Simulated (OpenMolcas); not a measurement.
**Computed transition rates of Mo III**

| Property | Result |
| --- | --- |
| Program | OpenMolcas 26.06 |
| Method | MS-CASPT2, IPEA 0.25 Eh, imaginary shift 0.1 Eh (closed shells correlated: 4s 4p) |
| Basis | ANO-RCC-VQZP [8s7p5d3f2g1h] |
| Scalar Hamiltonian | DKH2, point nucleus |
| Active space | 4 electrons in 5 orbitals (4d) |
| State averaging | 2S+1 = 5 even, 5 roots; 2S+1 = 3 even, 45 roots; 2S+1 = 1 even, 50 roots |
| Spin-orbit coupling | RASSI with atomic mean-field integrals over the reference wave functions, term energies averaged over their components |

Rates come from the transition moments of the reference wave functions (E1 and E2 in the length form). At fixed line strength A goes as λ^-3 for E1 and M1 and as λ^-5 for E2, so a rate at the computed wavelength can be rescaled to the measured one. Measured vacuum wavelengths follow from level energies in Sugar and Musgrove, J. Phys. Chem. Ref. Data 17, 155 (1988). Branching counts decays inside the model space alone, at computed energies, and the table is only a selection of the E2 and M1 lines, drawn from those between levels with measured partners whose computed energy lies within a factor of 1.5 of the measured one.

```
     Upper       Lower  Type  λ computed (nm)  λ measured (nm)  A computed (s-1)  A rescaled (s-1)  Branching %
   4d4 5D1     4d4 5D0    M1            41640            41320          7.40e-04          7.57e-04        100.0
   4d4 5D2     4d4 5D1    M1            23590            23460          4.29e-03          4.36e-03        100.0
   4d4 3H6     4d4 3H5    M1            19840            18670          2.68e-03          3.22e-03         98.7
   4d4 5D3     4d4 5D2    M1            18130            17990          7.75e-03          7.93e-03        100.0
   4d4 3H5     4d4 3H4    M1            18020            16780          4.22e-03          5.23e-03         93.5
   4d4 5D4     4d4 5D3    M1            15580            15420          7.13e-03          7.35e-03        100.0
   4d4 3G5     4d4 3H5    M1             2769             2908          5.70e-02                           36.8
   4d4 1I6     4d4 3H6    M1             1610             1543          1.42e-01                           53.4
4d4 1G4(1)  4d4 3F4(1)    M1             1509             1583          4.39e-01                           40.1
   4d4 1I6     4d4 3H5    M1             1489             1426          1.23e-01                           46.3
4d4 1D2(1)  4d4 3F3(1)    M1             1026             1129          3.41e-01                           33.3
4d4 1S0(1)  4d4 3P1(1)    M1            931.7            954.2          1.84e+00                           99.8
   4d4 3H4     4d4 5D4    M1            893.4            925.3          3.43e-02                           83.0
4d4 3P0(1)     4d4 5D1    M1            874.3            916.8          1.34e+00                           99.9
4d4 3P1(1)     4d4 5D2    M1            816.1            844.4          1.01e+00                           89.4
4d4 3F4(1)     4d4 5D4    M1            771.3            804.9          6.38e-01                           77.9
4d4 3F3(1)     4d4 5D3    M1            751.6            785.9          3.85e-01                           64.2
4d4 3P2(1)     4d4 5D3    M1            737.4            761.4          6.27e-01                           86.2
4d4 3F2(1)     4d4 5D2    M1            720.5            754.1          2.08e-01                           58.0
4d4 3F2(1)     4d4 5D1    M1            699.2            730.6          1.24e-01                           34.5
   4d4 3G4     4d4 5D4    M1            667.3            693.9          8.52e-02                           52.7
   4d4 3G3     4d4 5D3    M1            657.1            682.7          8.83e-02                           35.4
4d4 1G4(2)     4d4 1I6    E2            561.9              630          1.37e+00          7.73e-01         46.3
   4d4 3D3     4d4 5D4    M1            545.1            567.7          3.70e-01                           57.5
   4d4 3D2     4d4 5D1    M1            498.4            517.2          2.01e-01                           34.0
```

Spin-changing lines and M1 lines between different terms are not rescaled, since their strength hangs on the term gaps too.

The largest correction is for 4d4 1G4(2) → 4d4 1I6 (E2): 1.37e+00 × (561.9 / 630)^5 = 7.73e-01 s-1, a factor of 0.56.

The computed rate and branching of 4d4 5D1 → 4d4 5D0 give the upper level a radiative lifetime of 1.000 / 7.40e-04 s-1 = 1.35e+03 s, counting decays inside the model space alone. The rescaled rate gives about 1.3e+03 s.

The computed order of these levels differs from the measured one in 3 places, and where term gaps are wrong the rates of spin-changing lines can be off by large factors.

These are rates of the free ion; in crystals, glasses and complexes forced electric-dipole and non-radiative decay shorten such lifetimes by orders of magnitude. No measured rate stands beside these. Rescaling mends the energy factor alone: line strengths can still be far off where a level mixes with configurations outside the active space, and weak or spin-changing lines hang on small mixing coefficients that depend on the term gaps too, so rescaling need not improve them.

CASPT2 breaks the degeneracy within a term, and the mean is taken; among the terms shown or strongly mixed into the levels shown the widest spread is 1300 cm-1 (4d4 1I). Levels of configurations with an s electron are missing; early in the row they begin among the upper levels of the d shell and mix with terms of their name. The CASPT2 spread within a term exceeds the gap to the next term for 4d4 3P(1) and 4d4 3H, 4d4 1I and 4d4 3D, so the order of their levels is uncertain. Measured partners are found by configuration, term and J. A level has none where our copy of the source lacks it or the pairing is in doubt (some pairs that miss far off the trend of their configuration count as doubtful). Only configurations of the active space appear.

A number in round brackets counts repeated terms of one configuration in the order of the reference energies.
